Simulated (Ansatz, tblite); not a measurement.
Spin states of the cluster Si₃Se₄⁺, each relaxed with PBE-D4/def2-SVP in Ansatz. Electronic energies in the gas phase.

The xTB rows come from tblite. Correlated methods freeze 51 core orbitals; core or outer-core shells of Se are correlated, in sets that lack core-valence functions. The rows differ in basis, and correlated rows in double-zeta sets carry the largest basis error. The structure comes from a short search, and lower isomers may exist.

Doublet geometry:

```xyz
7

Si   -2.404    0.651   -0.654
Si    1.554    0.246   -0.554
Si   -0.514   -0.517    1.547
Se   -0.238    1.561    0.362
Se    1.260   -1.691    0.571
Se   -2.578   -1.192    0.690
Se    2.921    0.942   -1.961
```

Quartet geometry (C3v within 0.1 Å):

Cartesian coordinates in Å:
```
Si -0.9902 0.3522 -1.4228
Si 1.7535 -0.1064 -0.2056
Si -0.6317 0.4446 1.5915
Se 0.3629 1.9009 -0.1015
Se 1.1743 -1.0216 1.8724
Se -2.3785 -0.4280 0.2960
Se 0.7097 -1.1418 -2.0299
```

⟨S²⟩: doublet 0.76 at PBE0-D4/def2-TZVP (pure 0.75), quartet 3.77 at PBE0-D4/def2-TZVP (pure 3.75).

Run but left out: HF/STO-3G (doublet: ⟨S²⟩ 1.25, where a pure state has 0.75).

Only these spin states were relaxed. The quartet has other bonds than the doublet, so the gap mixes isomer and spin.

(1) Estimate which spin state lies lowest at each of these levels, and by how much: GFN1-xTB; GFN2-xTB; HF/def2-SVP; PBE-D4/def2-TZVP; r2SCAN-D4/def2-TZVP; PBE0-D4/def2-TZVP; MP2/def2-SVP.

Results:

(1) 
```json
{"level": "GFN1-xTB", "quartet − doublet (kcal/mol)": "33.2", "lowest of these": "doublet", "remarks": "–"}
{"level": "GFN2-xTB", "quartet − doublet (kcal/mol)": "23.9", "lowest of these": "doublet", "remarks": "–"}
{"level": "HF/def2-SVP", "quartet − doublet (kcal/mol)": "0.4", "lowest of these": "tie", "remarks": "spin-contaminated (⟨S²⟩ 0.87) (doublet)"}
{"level": "PBE-D4/def2-TZVP", "quartet − doublet (kcal/mol)": "4.0", "lowest of these": "doublet", "remarks": "–"}
{"level": "r2SCAN-D4/def2-TZVP", "quartet − doublet (kcal/mol)": "2.8", "lowest of these": "doublet", "remarks": "–"}
{"level": "PBE0-D4/def2-TZVP", "quartet − doublet (kcal/mol)": "1.4", "lowest of these": "doublet", "remarks": "–"}
{"level": "MP2/def2-SVP", "quartet − doublet (kcal/mol)": "11.9", "lowest of these": "doublet", "remarks": "spin-contaminated (⟨S²⟩ 0.87) (doublet)"}
```

Change of the quartet − doublet gap on mixing in exact exchange, in kcal/mol: PBE to PBE0 (25 % exact exchange) -2.6. The xTB methods have no term that favours high spin, so they put low spin too low.
